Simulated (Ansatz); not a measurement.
The same path of CH5AsMg (8 atoms, charge 0, multiplicity 1) was run 3 times with different band settings. The coordinate that changes most is the height of As3 over the plane of its neighbours.

All numbers below come from RKS PBE0-D4/def2-SVP (Ansatz 0.2.0).

Relaxed end points:

```xyz
8
Properties=species:S:1:pos:R:3
Mg -1.341 0.532 -0.762
C 0.296 0.760 0.512
As 1.262 -0.972 0.564
H -2.653 0.261 -1.811
H 1.046 1.508 0.200
H 0.054 0.998 1.563
H 1.309 -1.206 -0.954
H 0.027 -1.880 0.688
```

```xyz
8
Properties=species:S:1:pos:R:3
Mg -1.625 0.704 -0.803
C 0.231 0.588 0.175
As 1.239 -1.044 -0.247
H -3.143 0.822 -1.566
H 0.865 1.430 -0.153
H 0.093 0.695 1.264
H 2.108 -1.148 1.011
H 0.232 -2.047 0.320
```

Common settings: climbing image yes; spring 5.0 eV/Å²; optimiser quadratic models (default); start path through a guess of the saddle point; force threshold 0.05 eV/Å; end points relaxed.

| run | movable images | iteration limit |
| --- | --- | --- |
| 1 | 7 | 40 |
| 2 | 3 | 60 |
| 3 | 7 | 6 |

(1) What does each run give, and how far can it be trusted?

Answers

(1) Run 1: converged after 15 iterations, highest image 1.517 eV above the first end. Neighbouring images differ by up to 1.4 eV, so the band resolves the path poorly. A vibrational analysis at the climbing image gives one clearly imaginary mode, 836i cm⁻¹: a first-order saddle point.
Run 2: converged after 24 iterations, highest image 1.517 eV above the first end. Neighbouring images differ by up to 1.5 eV, so the band resolves the path poorly. Another band between the same ends (7 images) ends at a top of the same energy, where a vibrational analysis finds 1 clearly imaginary mode. So few images can step over the top or miss a turn of the path.
Run 3: not converged after 6 iterations, highest image 1.203 eV above the first end. The band didn't meet its force threshold, so its energies are provisional: the largest band force was still 0.79 eV/Å, and over the last iterations the top moved between 1.17 and 1.54 eV.
